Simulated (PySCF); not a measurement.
isobutane (C4H10), singlet, geometry from GFN2-xTB. Base run: PySCF with CAMB3LYP/def2-SV(P).

Input for PySCF:
```python
from pyscf import gto, scf, dft

mol = gto.Mole()
mol.atom = '''
    C    -0.00195152   -0.00061004    0.38481069
    H    -0.00751045   -0.00234774    1.48094753
    C    -0.00123091    1.44790471   -0.09715431
    H     0.00424357    1.48409224   -1.18472901
    H    -0.88573890    1.97154531    0.25886234
    H     0.87836999    1.97364557    0.26781215
    C     1.25514309   -0.72222321   -0.09422305
    H     1.29052529   -0.73769513   -1.18172798
    H     2.14862954   -0.22046678    0.27077580
    H     1.26840623   -1.74929777    0.26388821
    C    -1.25239927   -0.72520857   -0.10694449
    H    -1.27670860   -0.74075155   -1.19475225
    H    -1.26684969   -1.75231611    0.25102616
    H    -2.15073527   -0.22558539    0.24896396
'''
mol.basis = 'def2-sv(p)'
mol.verbose = 4
mol.build()

mf = dft.RKS(mol)
mf.xc = 'camb3lyp'
mf.kernel()
```

All variants below ran on the same shared machine, one core each. Differences are taken from the largest grid of the series, which the next largest meets within 10 µEh (grids.atom_grid = (150, 974): -158.210152 Eh). The cheapest run took very roughly 15 core-seconds.

```json
[
 {"setting": "grids.atom_grid = (50, 194)", "grid points": "92792", "cost, times the cheapest (rough)": "1", "difference in total energy (µEh)": "14"},
 {"setting": "grids.atom_grid = (30, 110)", "grid points": "34512", "cost, times the cheapest (rough)": "1", "difference in total energy (µEh)": "144"},
 {"setting": "grids.prune = dft.gen_grid.sg1_prune", "grid points": "68440", "cost, times the cheapest (rough)": "1", "difference in total energy (µEh)": "13"},
 {"setting": "grids.level = 2", "grid points": "98552", "cost, times the cheapest (rough)": "1", "difference in total energy (µEh)": "3"},
 {"setting": "base", "grid points": "154552", "cost, times the cheapest (rough)": "2", "difference in total energy (µEh)": "6"},
 {"setting": "grids.level = 4", "grid points": "271512", "cost, times the cheapest (rough)": "2", "difference in total energy (µEh)": "0"},
 {"setting": "grids.level = 5", "grid points": "407312", "cost, times the cheapest (rough)": "2", "difference in total energy (µEh)": "0"},
 {"setting": "grids.level = 7", "grid points": "847680", "cost, times the cheapest (rough)": "3", "difference in total energy (µEh)": "0"},
 {"setting": "grids.atom_grid = (150, 974)", "grid points": "1144440", "cost, times the cheapest (rough)": "4", "difference in total energy (µEh)": "reference"}
]
```

Times come from a shared machine, hold the start-up and are rough.
